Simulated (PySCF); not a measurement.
Rotational lines of InF

Lines J+1 ← J of the vibrational ground state, computed from PBE0 constants of InF, ¹Σ⁺ (singlet), closed shell (In cc-pVTZ-PP with ECP28, F cc-pVTZ; scalar-relativistic core potentials (PySCF 2.14); masses 114.9039 and 18.9984 u), in MHz:

```json
{"J": "5", "ν (MHz)": "92480.4"}
{"J": "6", "ν (MHz)": "107891.2"}
{"J": "7", "ν (MHz)": "123300.8"}
{"J": "8", "ν (MHz)": "138709.0"}
{"J": "9", "ν (MHz)": "154115.6"}
```

Q: Find B0 and the effective bond length r0; with αe = 0.00173 cm⁻¹, find Re.

A: ν = 2B0(J+1) − 4D(J+1)³ gives B0 = 0.25709 cm⁻¹. With the reduced mass μred = 16.303 u, r0 = √(16.8576/(μred·B0)) (u, cm⁻¹, Å) = 2.0055 Å. Be = B0 + αe/2 = 0.25795 cm⁻¹ gives Re = 2.002 Å.

Spin–orbit coupling is left out, which matters for elements this heavy, above all for dissociation energies.
